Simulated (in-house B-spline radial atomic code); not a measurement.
The samarium ion Sm³⁺ is squeezed into an impenetrable sphere of radius R (the orbitals vanish at R). Level of theory: scalar-relativistic (X2C) Hartree-Fock, spin-polarised, averaged over the determinants with the given up and down occupations, Fermi nucleus of rms radius 5.0819 fm; calculated with an all-electron radial atomic-structure program (B-spline basis).

Energies in eV above the free ion in [Xe] 4f5:

```
R (bohr)  highest level (eV)   [Xe] 4f5  [Kr] 4d9 4f6 5s2 5p6  [Kr] 4d10 4f5 5s2 5p5 5f1
    8.61               -44.8  2.305e-05                 123.6                      40.66
    6.14               -44.8  0.0008085                 123.6                      42.29
    5.16               -44.8    0.01969                 123.7                      44.71
    4.39               -44.6      0.222                 123.9                      48.83
    3.38               -42.6      4.494                 128.1                      64.49
    3.13               -41.1      9.187                 132.7                      74.08
    2.56               -33.1      45.56                 168.8                      127.5
    2.12               -18.1      156.8                   280                      260.7
    1.68                41.5      573.7                   699                      709.2
    1.55                81.3      864.5                 991.7                       1010
```

Question: Does [Kr] 4d9 4f6 5s2 5p6 fall below [Xe] 4f5 under compression?

Answer: No, it stays above over the whole range.

Question: Does [Kr] 4d10 4f5 5s2 5p5 5f1 fall below [Xe] 4f5 under compression?

Answer: No, it stays above over the whole range.

The highest level is first positive in the row R = 1.68 bohr, pushed up by confinement above the zero of the free ion's potential. Each configuration is held fixed and needn't be the lowest in the sphere.
